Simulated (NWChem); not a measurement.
# NH3SeS; SMILES N[Se]S

```xyz
6

Se     0.4107    -0.4583    -0.0183
N     -1.2418    -1.3249    -0.0270
H     -1.3402    -1.9135     0.7954
H     -1.3537    -1.8727    -0.8754
S     -0.1908     1.6948    -0.0420
H     -0.3357     1.8821     1.2914
```
Atoms are numbered in this order, from 1.

Level: B3LYP/6-31G* (spherical d) (NWChem), optimised geometry, unscaled harmonic frequencies. This build's default masses of Se (78.918 u) and Br (79.917 u) are each other's, which moves their modes by up to 0.6 %.

| frequency (cm⁻¹) | IR intensity (km/mol) |
|---|---|
| 214 | 0.4 |
| 315 | 25.9 |
| 347 | 35.4 |
| 363 | 22.7 |
| 511 | 92.7 |
| 762 | 56.6 |
| 824 | 7.2 |
| 1044 | 2.2 |
| 1621 | 8.3 |
| 2641 | 17.5 |
| 3500 | 11.0 |
| 3618 | 18.2 |

```
Property                                                                           Result
-----------------------------------------------------------------------  ----------------
zero-point energy                                                           22.5 kcal/mol
thermal correction to the enthalpy at 298.15 K (with zero-point energy)     26.2 kcal/mol
heat capacity Cv                                                         15.5 cal/(mol K)
entropy at 298.15 K and 1 atm (symmetry number 1)                        72.7 cal/(mol K)
dipole moment                                                                      2.41 D
```

Rigid rotor and harmonic oscillator.
